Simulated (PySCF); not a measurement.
Ga(GeH3)(H)2 (GaGeH₅), SMILES [GeH3][GaH2]. Atoms are numbered in the order given.

```xyz
7

Ga    -1.2143    -0.1125    -0.2701
Ge     1.1427     0.1030     0.2532
H      1.9869    -1.0891    -0.2211
H      1.7221     1.3686    -0.4019
H      1.3561     0.2494     1.7692
H     -2.2210     0.9832     0.2259
H     -1.7661    -1.3214    -1.1015
```
Charge 0, spin multiplicity 1.

Geometry: ωB97X-D3(BJ)/def2-TZVP.

Computed with ωB97X-D3(BJ)/def2-TZVP (PySCF).

Frequencies are harmonic and unscaled.

A small imaginary wavenumber (i) marks a very flat motion, where grid noise or a shallow saddle decides the sign.

Computed normal modes with their intensities:
```tsv
mode	ν (cm⁻¹)	IR (km/mol)	moving atoms (share of kinetic energy)
1	6i	0.3	H 100 %
2	268	2.5	Ga 50 %, Ge 46 %
3	326	28.6	H 98 %
4	366	38.4	H 97 %
5	518	1.2	H 91 %
6	595	55.3	H 93 %
7	752	475.0	H 98 %
8	837	24.5	H 98 %
9	904	36.9	H 99 %
10	908	40.8	H 99 %
11	1986	233.2	H 99 %
12	1989	230.6	H 99 %
13	2157	113.2	H 99 %
14	2160	123.0	H 99 %
15	2170	134.0	H 99 %
```
